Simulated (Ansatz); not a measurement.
```yaml
crystal:
  periodic: [false, false, false]
  atoms:
    - {symbol: C, position_ang: [0.654594, 1.589452, 3.120048]}
    - {symbol: Si, position_ang: [0.020586, -0.047535, 0.030973]}
    - {symbol: C, position_ang: [2.641803, -2.327063, -0.689033]}
    - {symbol: C, position_ang: [-3.069344, -1.789106, 0.250332]}
    - {symbol: Al, position_ang: [-0.276347, 3.128124, -3.330093]}
    - {symbol: F, position_ang: [-2.385738, 5.424143, -3.221576]}
    - {symbol: F, position_ang: [1.577845, 3.142520, -5.837974]}
    - {symbol: H, position_ang: [2.463085, 2.585502, 3.101378]}
    - {symbol: H, position_ang: [-0.824209, 2.959081, 3.566822]}
    - {symbol: H, position_ang: [0.715461, 0.198876, 4.650148]}
    - {symbol: H, position_ang: [2.322003, -3.306494, -2.477907]}
    - {symbol: H, position_ang: [2.773843, -3.752195, 0.804028]}
    - {symbol: H, position_ang: [4.465207, -1.367444, -0.815532]}
    - {symbol: H, position_ang: [-3.495310, -2.813032, -1.491156]}
    - {symbol: H, position_ang: [-2.990457, -3.167215, 1.790765]}
    - {symbol: H, position_ang: [-4.636485, -0.500698, 0.632302]}
basis:
  gaussian: {orbitals: def2-TZVP}
hamiltonian: {xc: {name: B2PLYP}}
output: {forces: true}
```

```sh
$ ansatz run in.yaml --threads 2 --pin off --events-out ev --progress --plain --max-ram 20480MiB --backend cuda --devices 0, --max-vram 18GiB
```

Shortened log:

```
Functional definition: B2PLYP
1856 factors; integrals over basis functions are off by at most 1.6e-3 eV
mean field evaluation 1: about -23078.4093 eV, gradient 7.0e1 eV
mean field evaluation 2: about -23078.4682 eV, gradient 7.0e1 eV
mean field evaluation 4: about -23081.3252 eV, gradient 6.0e1 eV
mean field evaluation 8: about -23081.3253 eV, gradient 6.0e1 eV
mean field evaluation 16: about -23093.0759 eV, gradient 2.6e-1 eV
mean field evaluation 32: about -23092.9877 eV, gradient 1.7e0 eV
mean field evaluation 64: about -23093.0390 eV, gradient 2.3e0 eV
mean field evaluation 96: about -23092.8719 eV, gradient 2.6e0 eV
mean field evaluation 128: about -23092.0849 eV, gradient 5.8e0 eV
mean field -23093.07709539 eV, -848.6549302059 hartree, gradient 1.5e-6 eV, S^2 0.000000; 9 other end points of the search recorded, 0 dependent functions left out; unrestricted orbitals would lower it
15 core orbitals not correlated: weight in the atoms' cores, before any rotation towards them, 1.000 or more for the frozen orbitals, at most 0.000 for the correlated occupied ones
reference -23093.07745125 eV, -848.6549432834 hartree; 21, 21 occupied and 247, 247 virtual orbitals, 1856 factors
second order -58.87377509 eV of doubles, -0.00000000 eV of singles
Total energy: -23108.97337052 eV, -849.2391075420 hartree
Atom 0 at     0.654594     1.589452     3.120048 Å, force     0.318288     0.787031     1.604766 eV/Å
Atom 1 at     0.020586    -0.047535     0.030973 Å, force     0.070632    -0.860960     0.923742 eV/Å
Atom 2 at     2.641803    -2.327063    -0.689033 Å, force     1.335174    -1.175334    -0.348322 eV/Å
Atom 3 at    -3.069344    -1.789106     0.250332 Å, force    -1.562434    -0.914197     0.155323 eV/Å
Atom 4 at    -0.276347     3.128124    -3.330093 Å, force    -0.069099     0.615323    -0.637351 eV/Å
Atom 5 at    -2.385738     5.424143    -3.221576 Å, force     0.408348    -0.427714    -0.040838 eV/Å
Atom 6 at     1.577845     3.142520    -5.837974 Å, force    -0.360780     0.016061     0.465627 eV/Å
Atom 7 at     2.463085     2.585502     3.101378 Å, force    -2.541664    -1.360289     0.125648 eV/Å
Atom 8 at    -0.824209     2.959081     3.566822 Å, force     2.118133    -1.893086    -0.531977 eV/Å
Atom 9 at     0.715461     0.198876     4.650148 Å, force    -0.067227     2.007498    -2.058182 eV/Å
Atom 10 at     2.322003    -3.306494    -2.477907 Å, force     0.535228     1.313172     2.520416 eV/Å
Atom 11 at     2.773843    -3.752195     0.804028 Å, force    -0.104100     1.934609    -2.124220 eV/Å
Atom 12 at     4.465207    -1.367444    -0.815532 Å, force    -2.504398    -1.436609     0.162473 eV/Å
Atom 13 at    -3.495310    -2.813032    -1.491156 Å, force     0.505696     1.394032     2.475674 eV/Å
Atom 14 at    -2.990457    -3.167215     1.790765 Å, force    -0.206412     1.886636    -2.160807 eV/Å
Atom 15 at    -4.636485    -0.500698     0.632302 Å, force     2.124614    -1.886173    -0.531972 eV/Å
Dipole moment:    -0.032459     0.565641    -0.622061 e Å
```

(1) Something in this input is off. What?

Answers

(1) The coordinates are in bohr but typed as ångström. The calculation finished and met its thresholds. The result belongs to that input, not to the molecule as meant.
